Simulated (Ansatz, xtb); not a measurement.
**CBrSi2: where a starting geometry ends**

The starting geometry of this gas-phase doublet has its atoms placed at random.

```xyz
4

C    -1.3521   -1.2175   -0.1157
Br    0.2134    1.4861    0.1769
Si   -1.6248    0.3492    0.2254
Si    0.2676   -0.9943   -1.5059
```

Question: One run relaxed it with r2SCAN-D4/def2-SVP. What is a likely outcome?

Answer: It ends as a structure given below by its coordinates. Contacts that close: C1–Si4 (2.15 → 1.70 Å).

The energy falls by 2.70 eV over 18 steps:

```tsv
step	E − E(last) (eV)
1	2.699
3	0.561
5	0.249
7	0.123
9	0.060
10	0.049
12	0.024
14	0.005
16	0.000
18	0.000
```

Final geometry (Å):

```tsv
atom	x (Å)	y (Å)	z (Å)
C	-0.6483	-0.8266	-0.6954
Br	-0.0359	2.2017	0.9163
Si	-1.2973	0.5446	0.0969
Si	-0.5144	-2.2962	-1.5370
```

From the same start GFN2-xTB reaches the same bonding as this run.

From so rough a start the end depends on the optimiser's path, so another program may land elsewhere. The end wasn't checked by frequencies. Open shells are spin-unrestricted. Run with Ansatz 0.2.0, 6 min on 1 thread of Intel(R) Xeon(R) Processor @ 2.50GHz (Skylake/Cascade Lake), on a shared host.
